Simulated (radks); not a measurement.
Q: Species: the nickel ion Ni4+. Configuration: [Ar] 3d6. Calculated with a radial shooting solver on a logarithmic mesh with Libxc functionals: scalar-relativistic Kohn-Sham, LDA (Slater exchange, Perdew-Wang correlation), spin-unpolarised, spherical densities, finite nucleus; Fermi nuclear charge, rms radius 3.7757 fm. Some entries of the table are withheld. Estimate them.

| orbital | occ. | eigenvalue (hartree) | r(max) (bohr) | <r> (bohr) |
|---|---|---|---|---|
| 1s | 2 | -303.5244 | 0.03546 | 0.05418 |
| 2s | 2 | -38.39923 | 0.2049 | 0.2454 |
| 2p | 6 | -33.41075 | 0.1648 | 0.2155 |
| 3s | 2 | -6.34066 | 0.6364 | 0.7298 |
| 3p | 6 | (1) | 0.6408 | 0.7581 |
| 3d | 6 | (2) | 0.6034 | 0.8393 |

A: 
(1) 3p eigenvalue (hartree): -4.88138
(2) 3d eigenvalue (hartree): -2.52777
